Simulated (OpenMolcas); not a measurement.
Tl II: effect of the basis set

```yaml
Program: OpenMolcas 26.06
Method: "MS-CASPT2, IPEA 0.25 Eh, imaginary shift 0.1 Eh (closed shells correlated: 5d)"
Active_space: 2 electrons in 8 orbitals (6s 6p 7s 7p)
State_averaging: 2S+1 = 3 even, 3 roots; 2S+1 = 1 even, 7 roots; 2S+1 = 3 odd, 3 roots; 2S+1 = 1 odd, 3 roots
Spin-orbit_coupling: RASSI with atomic mean-field integrals over the reference wave functions, term energies averaged over their components
```

A. ANO-RCC-VTZP [8s7p5d3f2g], DKH2, point nucleus; CASPT2 step of the order of 6 core-seconds
B. ANO-RCC-VQZP [9s8p6d4f3g], DKH2, point nucleus; CASPT2 step about 11 core-seconds
C. ANO-RCC [11s10p9d6f4g], DKH2, point nucleus; CASPT2 step about 40 core-seconds

Energies in eV above 6s2 1S0, the measured ground level; measured values from NIST Handbook of Basic Atomic Spectroscopic Data.

```
      Level       A       B       C  Measured
    6s2 1S0  0.0000  0.0000  0.0000    0.0000
6s 6p 3P* 0   6.242   6.162   6.177    6.1312
6s 6p 3P* 1   6.564   6.502   6.516    6.4960
6s 6p 3P* 2   7.435   7.428   7.436    7.6533
6s 6p 1P* 1   9.172   9.137   9.123    9.3811
```

Deviations, from unrounded energies. A percentage is the sum of absolute deviations over the sum of measured energies, with the sign that they share, or ± where signs differ.

```csv
Against measurement,Levels,A,B,C
mean absolute deviation (cm-1),4,1200,1000,1100
other configurations (%),4,±2.0,±1.7,±1.8
```

B lies closest to measurement on these levels and A furthest from it. The largest miss of B in the table is 6s 6p 1P* 1, by -2000 cm-1. The ranking rests on the paired levels alone, and a cruder setting can come out closer through cancelling errors.

Among A to C the level of the table that moves most is 6s 6p 3P* 0, by 650 cm-1 (lowest in B, highest in A). Moves below CASPT2's spread within the term are not significant.

Over all roots computed the reference weight is 0.86 to 0.93 in A, 0.85 to 0.93 in B, 0.85 to 0.93 in C; the roots of lowest weight are the least certain, and an intruder state may touch them. The run also gave levels led by 6s 7s, which use shells meant for correlation; these and all levels above them are left out. Spin-orbit splittings of 6p shells tend to come out small when the coupling is added on scalar orbitals. Measured partners are found by configuration, term and J. A level has none where our copy of the source lacks it or the pairing is in doubt (some pairs that miss far off the trend of their configuration count as doubtful), and it then counts in no deviation. Levels of configurations outside the active space are missing. Levels that lie high or do not pair safely by name in every column are left out.

* marks odd parity.
